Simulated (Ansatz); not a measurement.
Zn₂Cl₆. Total charge 0; singlet. Geometry r2SCAN-D4/def2-SVP, basis def2-TZVP, Ansatz.

Cartesian coordinates in Å:
```
Zn -0.456 0.997 -0.376
Zn 1.673 -1.178 -0.992
Cl -1.965 0.915 1.613
Cl 3.103 -2.679 -1.367
Cl -0.530 -0.934 -1.629
Cl -1.863 -0.689 3.020
Cl -1.728 2.768 -0.460
Cl 1.767 0.800 0.191
```

| run | HOMO (eV) | LUMO (eV) |
| --- | --- | --- |
| A | -12.03 | -0.65 |
| B | -7.31 | -5.00 |
| C | -7.48 | -5.16 |
| D | -8.87 | -4.42 |
| E | -7.83 | -5.23 |

In the singlet, Cl3 and Cl6 lie 2.14 Å apart (atoms count from 1), so these atoms are partly bonded to each other. The structure comes from a short search, and lower isomers may exist.

Task: The runs used BLYP, HF, PBE, PBE0, r2SCAN. Estimate which is which.

Result: A HF (100 % exact exchange); B BLYP (0 % exact exchange); C PBE (0 % exact exchange); D PBE0 (25 % exact exchange); E r2SCAN (0 % exact exchange). Exact exchange lowers occupied and raises empty levels; among semilocal functionals meta-GGAs tend to open the gap a little, and such runs are hard to tell apart. The gap grows from 2.31 eV (BLYP) to 11.38 eV (HF).
